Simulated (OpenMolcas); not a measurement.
## V2+: input and output

Input:

```
&GATEWAY
Coord
1

V 0.0 0.0 0.0
Basis=ANO-L-VTZP
Group=XYZ
NoMove
AngMom=0.0 0.0 0.0
AMFI
&SEWARD
&RASSCF
FileOrb=start.orb
Symmetry=1
Spin=4
nActEl=3 0 0
Inactive=3 6
Ras2=6 0
CIRoot=20 20 1
SDav=20
CIMx=300
Iter=120 100
PrWF=0.3
OrbListing=Nothing
MaxOrb=0
Atom
>>> COPY $Project.JobIph JOB001
&RASSCF
FileOrb=start.orb
Symmetry=1
Spin=2
nActEl=3 0 0
Inactive=3 6
Ras2=6 0
CIRoot=70 70 1
SDav=70
CIMx=300
Iter=120 100
PrWF=0.3
OrbListing=Nothing
MaxOrb=0
Atom
CIOnly
>>> COPY $Project.JobIph JOB002
&RASSI
NrOfJobIphs=2 20 64
1 2 3 4 5 6 7 8 9 10 11 12 13 14 15 16 17 18 19 20
1 2 3 4 5 6 7 8 9 10 11 12 13 14 15 16 17 18 19 20 21 22 23 24 25 26 27
28 29 30 31 32 33 34 35 36 37 38 39 40 41 42 43 44 45 46 47 48 49 50 51
52 53 54 55 56 57 58 59 60 61 62 63 64
IphNames
JOB001
JOB002
EJob
SpinOrbit
DIPRint=1.0
SOCoupling=1000.0
Subsets=2
MEES
Property=10
'ANGMOM' 1 'ANGMOM' 2 'ANGMOM' 3 'MLTPL  1' 1 'MLTPL  1' 2 'MLTPL  1' 3
'AMFI' 1 'AMFI' 2 'AMFI' 3 'MLTPL  2' 6
SOProperty=3
'ANGMOM' 1 'ANGMOM' 2 'ANGMOM' 3
```

A driver script runs the steps one by one and writes start.orb anew before each from the orbitals found so far, so a CI-only block uses the converged orbitals of the first block.

Output, cut to the results:

```
--- SEWARD ---
Basis set label: V.ANO-L...6S5P3D2F1G.

      Electronic valence basis set:
      ------------------
      Associated Effective Charge  23.000000 au
      Associated Actual Charge     23.000000 au
      Nuclear Model: Point charge

      Shell  nPrim  nBasis  Cartesian Spherical Contaminant
         s      21       6        X
         p      15       5        X
         d      10       3                 X
         f       6       2                 X
         g       4       1                 X
                  Atomic mean-field integrals
--- RASSCF ---
Wave function specifications:
      -----------------------------

      Number of closed shell electrons          18
      Number of electrons in active shells       3
      Max number of holes in RAS1 space          0
      Max nr of electrons in RAS3 space          0
      Number of inactive orbitals                9
      Number of active orbitals                  6
      Number of secondary orbitals              44
      Spin quantum number                      1.5
      State symmetry                             1
Orbital specifications:
      -----------------------

      Symmetry species                           1   2
                                                ag  au
      Frozen orbitals                            0   0
      Inactive orbitals                          3   6
      Active orbitals                            6   0
      RAS1 orbitals                              0   0
      RAS2 orbitals                              6   0
      RAS3 orbitals                              0   0
      Secondary orbitals                        21  23
      Deleted orbitals                           0   0
      Number of basis functions                 30  29
      Number of CSFs                            20
      Number of root(s) required                20
      Iter CI   SX   CI       RASSCF       Energy    max ROT     max BLB   max BLB  Level Ln srch  Step   QN
          iter iter root      energy       change     param      element    value   shift minimum  type update
 Nr of preliminary CI iterations:   1
        1   1    1    0  -942.04691832    0.00E+00   0.00E+00    6  15 2  2.37E-08   0.03   0.00    SX    NO
        2   1    1    0  -942.04691832   -1.36E-12   0.00E+00    6  15 2  2.37E-08   0.03   0.00    SX    NO
        3   1    1    0  -942.04691832    4.55E-13   0.00E+00    6  15 2  2.37E-08   0.03   0.00    SX    NO
        4   1    1    0  -942.04691832   -1.02E-12   0.00E+00    6  15 2  2.37E-08   0.03   0.00    SX    NO
      Convergence after  4 iterations
        5   1    1    0  -942.04691832    1.48E-12   0.00E+00    6  15 2  2.37E-08   0.03   0.00    SX    NO
      Natural orbitals and occupation numbers for root  1
      sym 1:   0.107932   1.000000   0.892068   0.892068   0.107932   0.000000
      Natural orbitals and occupation numbers for root  2
      sym 1:   0.056225   0.943775   1.000000   0.056225   0.943775   0.000000
      Natural orbitals and occupation numbers for root  3
      sym 1:   1.000000   0.921256   0.078744   0.921256   0.078744   0.000000
::    RASSCF root number  1 Total energy:   -942.16960125
::    RASSCF root number  2 Total energy:   -942.16960125
::    RASSCF root number  3 Total energy:   -942.16960125
::    RASSCF root number  4 Total energy:   -942.16960125
::    RASSCF root number  5 Total energy:   -942.16960125
::    RASSCF root number  6 Total energy:   -942.16960125
::    RASSCF root number  7 Total energy:   -942.16960125
::    RASSCF root number  8 Total energy:   -942.10080031
::    RASSCF root number  9 Total energy:   -942.10080031
::    RASSCF root number 10 Total energy:   -942.10080031
::    RASSCF root number 11 Total energy:   -941.96551596
::    RASSCF root number 12 Total energy:   -941.96551596
::    RASSCF root number 13 Total energy:   -941.96551596
::    RASSCF root number 14 Total energy:   -941.96551596
::    RASSCF root number 15 Total energy:   -941.96551596
::    RASSCF root number 16 Total energy:   -941.96551596
::    RASSCF root number 17 Total energy:   -941.96551596
::    RASSCF root number 18 Total energy:   -941.89671502
::    RASSCF root number 19 Total energy:   -941.89671502
::    RASSCF root number 20 Total energy:   -941.89671502
--- RASSCF ---
Wave function specifications:
      -----------------------------

      Number of closed shell electrons          18
      Number of electrons in active shells       3
...
--- RASSI ---
SPIN-FREE ENERGIES:
  (Shifted by EMIN (a.u.) =       -942.1696012501)

 SF State       Relative EMIN(au)   Rel lowest level(eV)    D:o, cm**(-1)      L_eff

     1             0.0000000000        0.0000000000              0.0000         3.0
     2             0.0000000000        0.0000000000              0.0000         3.0
     3             0.0000000000        0.0000000000              0.0000         3.0
     4             0.0000000000        0.0000000000              0.0000         3.0
     5             0.0000000000        0.0000000000              0.0000         3.0
     6             0.0000000000        0.0000000000              0.0000         3.0
     7             0.0000000000        0.0000000000              0.0000         3.0
     8             0.0688009397        1.8721689437          15100.0609         1.0
     9             0.0688009397        1.8721689437          15100.0609         1.0
    10             0.0688009397        1.8721689437          15100.0609         1.0
    21             0.0693188797        1.8862628083          15213.7356         4.0
    22             0.0693188797        1.8862628083          15213.7356         4.0
    23             0.0693188797        1.8862628083          15213.7356         4.0
    24             0.0693188797        1.8862628083          15213.7356         4.0
    25             0.0693188797        1.8862628083          15213.7356         4.0
    26             0.0693188797        1.8862628083          15213.7356         4.0
    27             0.0693188797        1.8862628083          15213.7356         4.0
    28             0.0693188797        1.8862628083          15213.7356         4.0
    29             0.0693188797        1.8862628083          15213.7356         4.0
    30             0.0920139464        2.5038270363          20194.7270         1.0
    31             0.0920139464        2.5038270363          20194.7270         1.0
...
```

Levels above the lowest, from the spin-orbit matrix, grouped by J:

| Configuration | Term | J | E (eV) | Measured (eV) | g | Term weight % |
| --- | --- | --- | --- | --- | --- | --- |
| 3d³ | ⁴F | 3/2 | 0.0000 | 0.0000 | 0.399 | 100 |
| 3d³ | ⁴F | 5/2 | 0.0208 | 0.0180 | 1.029 | 100 |
| 3d³ | ⁴F | 7/2 | 0.0494 | 0.0423 | 1.239 | 100 |
| 3d³ | ⁴F | 9/2 | 0.0853 | 0.0724 | 1.334 | 100 |
| 3d³ | ⁴P | 1/2 | 1.9001 | 1.4275 | 2.666 | 100 |
| 3d³ | ⁴P | 3/2 | 1.9100 | 1.4372 | 1.733 | 99 |
| 3d³ | ²G | 7/2 | 1.9176 | 1.4836 | 0.889 | 100 |
| 3d³ | ⁴P | 5/2 | 1.9334 | 1.4593 | 1.601 | 100 |
| 3d³ | ²G | 9/2 | 1.9487 | 1.5110 | 1.111 | 100 |
| 3d³ | ²P | 1/2 | 2.5387 | 1.9316 | 0.670 | 100 |
| 3d³ | ²H | 9/2 | 2.5491 | 2.0843 | 0.910 | 100 |
| 3d³ | ²P | 3/2 | 2.5527 | 1.9280 | 1.305 | 94 |
| 3d³ | ²H | 11/2 | 2.5732 | 2.1050 | 1.091 | 100 |
| 3d³ | ²D(1) | 3/2 | 2.7627 | 2.0247 | 0.831 | 94 |
| 3d³ | ²D(1) | 5/2 | 2.7873 | 2.0302 | 1.201 | 100 |
| 3d³ | ²F | 7/2 | 4.4214 | 3.4378 | 1.143 | 100 |
| 3d³ | ²F | 5/2 | 4.4347 | 3.4526 | 0.857 | 100 |
| 3d² 4s | ⁴F | 3/2 | 5.5537 | 5.4482 | 0.399 | 100 |
| 3d² 4s | ⁴F | 5/2 | 5.5740 | 5.4689 | 1.029 | 100 |
| 3d² 4s | ⁴F | 7/2 | 5.6025 | 5.4982 | 1.239 | 100 |
| 3d² 4s | ⁴F | 9/2 | 5.6393 | 5.5355 | 1.334 | 100 |
| 3d² 4s | ²F | 5/2 | 6.5029 | 6.1159 | 0.857 | 100 |
| 3d² 4s | ²F | 7/2 | 6.5601 | 6.1751 | 1.143 | 100 |
| 3d³ | ²D(2) | 5/2 | 6.9075 | 5.2405 | 1.200 | 100 |

Against the 23 measured excited levels shown (Sugar and Corliss, J. Phys. Chem. Ref. Data 7, 1191 (1978)) the mean absolute deviation is 3800 cm-1; the largest miss in energy is 3d³ ²D_5/2(2): computed 6.9075, measured 5.2405 eV (+31.8 %). Levels of one J stand in another order than measured, so their pairing by name is doubtful.

Without dynamic correlation excited terms often stand tens of per cent too high (terms of higher spin than the ground term too low), and those without a measured partner can miss by more than the paired ones. Some levels mix across a computed gap that differs much from the measured one, so their mixing is not that of the real levels. Terms from blocks run as CI alone lack orbitals of their own. A single d shell beside an s shell can misplace configurations of different d count against each other. Measured partners are found by configuration, term and J. A level has none where our copy of the source lacks it or the pairing is in doubt (some pairs that miss far off the trend of their configuration count as doubtful), and it then counts in no deviation. Only configurations of the active space appear. The first state left out of the spin-orbit step lies near 96000 cm-1 above the lowest spin-free state of the reference (among the parities and spins computed), and the list stops at four fifths of that energy or lower. The table shows the lowest 24 of 34 levels.

The term weight is that of the spin-free term in the level, not the purity of its configuration. A number in round brackets counts repeated terms of one configuration in the order of the reference energies.
